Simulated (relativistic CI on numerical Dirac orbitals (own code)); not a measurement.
## Ba: sensitivity of the levels to the model

Base calculation: Dirac-Coulomb-Breit CI, KLI orbitals optimised for each configuration, model QED (radiative potential, 1s self-energy scaled to tabulated hydrogen-like ionisation energies), valence Slater integrals scaled by 0.85, P86 correlation energy added to each configuration.

Configurations in the expansion (outside the closed core [Xe]): 6s2, 6s.5d, 6s.6p, 5d.6p, 6s.7p, 5d2, 6p2, 6s.6d, 6s.7s, 5d.6d, 6s.8s, 6s.4f, 6s.7d, 6s.8p, 6d2, 5d.7s. Levels of other configurations are missing.

Variants: (1) Slater integrals left unscaled; (2) no correlation estimate; (3) QED terms removed; (4) configuration mixing switched off. Shifts of the energy above 6s2 1S_0, in cm⁻¹, for the lowest level and the first level of each name with at least 55 % of one term (blank where a level changes its place among those of its configuration and J or its character, or is not in the variant):

```
      Level     Base    Δ(1)     Δ(2)   Δ(3)     Δ(4)  Measured
   6s2 1S_0      0.0     0.0      0.0    0.0      0.0       0.0
 6s.5d 3D_1   9357.8  +692.4  +1155.2  +39.5  -3167.6    9034.0
 6s.5d 3D_2   9462.6  +689.3  +1151.3  +38.7  -3149.2    9215.5
 6s.5d 3D_3   9652.7  +684.5  +1147.2  +37.1  -3140.6    9596.5
6s.6p 3P°_0  10689.3  +236.6   -850.2  +24.2  -2721.7   12266.0
6s.6p 3P°_1  11027.7  +263.6   -849.0  +23.8  -2695.8   12636.6
 6s.5d 1D_2  11644.1  +630.1  +1028.1  +43.6   +264.1   11395.4
6s.6p 3P°_2  11777.4  +318.3   -851.5  +22.6  -2714.3   13514.7
6s.6p 1P°_1  16952.1  +811.6   -575.0  +36.9  +3150.9   18060.3
   5d2 3F_2  21244.2  +504.6  +1891.8  +76.9  -3151.0          
5d.6p 3F°_2  21322.2  +512.7   +225.1  +71.1  -3235.9   22064.6
   5d2 3F_3  21355.6  +511.1  +1889.4  +75.7  -3133.0          
   5d2 3F_4  21513.8  +519.9  +1881.4  +74.2  -3100.5          
5d.6p 1D°_2  22002.3  +538.5   +226.2  +69.0  -3239.9   23074.4
```

For a near-neutral ion this model can misplace configurations by up to about 10,000 cm⁻¹ (more where the count of f electrons changes) and terms by 10 to 25 % of their spread. Rates follow the energies as ν³ (E1, M1) or ν⁵ (E2), so they and the lifetimes can be off by large factors. The fine structure of a lone outer electron comes out too small, for d and f at times inverted, and misplaced configurations move strength between like terms. 16 of the 17 excited levels that our extract of the measured tables holds in this range could be paired (the sources list more); they are missed by 952 cm⁻¹ on average and 2928 at most, and levels without a partner can miss by more.

Measured levels: NIST Handbook of Basic Atomic Spectroscopic Data (Sansonetti and Martin, J. Phys. Chem. Ref. Data 34, 1559 (2005)).

Ionisation energy from the two ground configurations alone: base 4.971 eV; no correlation estimate 4.281 eV; QED terms removed 4.973 eV. The NIST ASD value (measured) is 5.21166 eV. The gap of more than 2 % comes from missing correlation.

LS names give the leading component of a level, which can be under half, so a name can repeat, a term be missing and a line seem to break the LS rules.
